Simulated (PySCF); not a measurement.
# Excitation energy of Cd(2+) by level of theory

Cd(2+) [Kr] 4d10 (1S) → Cd(2+) [Kr] 4d9 5p1 (high-spin determinant), as a difference of total energies. Calculation: PySCF 2.14, in def2-TZVPPD with the def2 core potential (28 electrons); scalar relativity through the core potential. Correlated levels: valence: 4s2 4p6 frozen. The calculations carry no spin-orbit coupling.

| method | excitation energy (eV) |
| --- | --- |
| UHF | 16.458 |
| MP2 (valence) | 17.687 |
| SCS-MP2 (valence) | 17.638 |
| CCSD (valence) | 17.428 |
| CCSD(T) (valence) | 17.458 |

Task: How much does correlation contribute at CCSD(T) (valence)?

Result: 17.458 − (16.458) = 1.000 eV, measured against UHF.

The determinant of the upper state mixes LS terms, which raises its energy above the lowest term, most at the Hartree-Fock and MP2 levels.
